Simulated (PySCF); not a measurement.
PySCF job for CH8N2OSi2, SMILES N[Si@]1(O)CN[SiH2]1, PBE/pcSseg-1. Coordinates come from a B3LYP-D3(BJ)/def2-SVP optimisation. The structure was generated by enumeration; whether it is a known compound was not checked. The values are those of a single conformer.

```python
import numpy as np
from pyscf import gto, scf, dft
from pyscf.prop.nmr import rks as nmr

mol = gto.M(
    atom='''
    N     1.89613895   -0.92293903    0.62645527
    Si    0.71203182    0.11885558   -0.05491066
    O     1.54681477    1.24499069   -0.97386335
    C    -0.56139677    0.94441807    1.14039439
    N    -1.74222381    0.21490617    0.65026168
    Si   -1.33129465   -0.86694742   -0.66143687
    H     1.87843054   -1.91931634    0.44284708
    H     2.83366542   -0.58936988    0.82909015
    H     1.06528704    2.05141139   -1.19412052
    H    -0.64508872    2.04434475    1.02201176
    H    -0.33399663    0.74657625    2.20589141
    H    -2.62938215    0.36432281    1.12057023
    H    -1.59224136   -2.32452697   -0.40903943
    H    -1.99053791   -0.57036047   -1.97686355
    ''',
    basis='pcSseg-1',
    charge=0,
    spin=0,
    max_memory=1600,
    verbose=3,
)
mf = dft.RKS(mol, xc='pbe')
mf.grids.level = 3
mf.conv_tol = 1e-10
mf.max_cycle = 100
mf.kernel()
n = nmr.NMR(mf)
n.verbose = 2
n.max_cycle_cphf = 60
sigma = n.kernel()
print('atom   isotropic/ppm   span/ppm')
for i, s in enumerate(sigma):
    w = np.linalg.eigvalsh((s + s.T) / 2)
    print(f'{mol.atom_symbol(i):2s}{i + 1:3d} {w.mean():14.3f} {w[2] - w[0]:11.3f}')
```

Log of the run:

```
converged SCF energy = -806.096624864428
atom   isotropic/ppm   span/ppm
N   1        229.343      73.213
Si  2        321.163      72.523
O   3        260.844      58.922
C   4        116.546      77.562
N   5        244.410      92.922
Si  6        353.303     239.700
H   7         29.999      16.224
H   8         30.126      17.600
H   9         29.968      19.612
H  10         27.671       8.920
H  11         27.508       8.853
H  12         31.371      20.743
H  13         25.443       8.074
H  14         25.528       8.771
```

Self-consistency was reached.
